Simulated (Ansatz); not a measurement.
Ideal-gas functions of F$_{2}$H$_{3}$NOZr, SMILES `[NH2][Zr]([OH])([F])[F]` at 400 K and 1 bar, from an Ansatz frequency run at PBE0-D4/def2-TZVP.

Molar mass 162.25 g/mol, point group Cs (symmetry number 1), electronic degeneracy 1, moments of inertia 178.508, 188.966, 189.605 u Å². Harmonic wavenumbers (cm⁻¹, unscaled): 108, 164, 168, 169, 172, 208, 227, 312, 452, 501, 650, 650, 659, 733, 1541, 3562, 3655, 3999.

Use S(trans) = R[1.5 ln M + 2.5 ln T − 1.1517]; rotational temperatures θ = 24.2544 K / I; S(rot) = R[ln(√π/σ · √(T³/θAθBθC)) + 1.5]; for each mode x = 1.438777 ν̃/T, S = R[x/(eˣ − 1) − ln(1 − e⁻ˣ)] and H = RT x/(eˣ − 1); 1 cm⁻¹ = 0.0119627 kJ/mol; R = 8.31446 J/(mol·K).

Question: By hand: the entropy, in J/(mol·K).

Answer: Translation 178.4. Rotation: θ = 0.1359, 0.1284, 0.1279 K, giving 117.3. Vibration, mode by mode: 16.23, 12.82, 12.63, 12.58, 12.44, 10.92, 10.23, 7.78, 5.13, 4.46, 2.92, 2.92, 2.85, 2.31, 0.21, 0.00, 0.00, 0.00, in all 116.4. Electronic 0.0. Sum 412.1 J/(mol·K).

Question: By hand: H − E and G − E in kJ/mol, counted from the electronic energy.

Answer: Zero-point energy ½ × 17930 × 0.0119627 = 107.2; thermal vibration 24.3; translation, rotation and pV give 4 RT = 13.3. H − E = 144.8 kJ/mol, and G − E = 144.8 − 400 × 412.1/1000 = -20.0 kJ/mol.

Vibration gives 28 % of the entropy, 16.2 J/(mol·K) of it from the mode under 150 cm⁻¹: soft modes count most, and the harmonic formula is weakest for them. The sum counts one conformer and one mirror image; others add a mixing term.
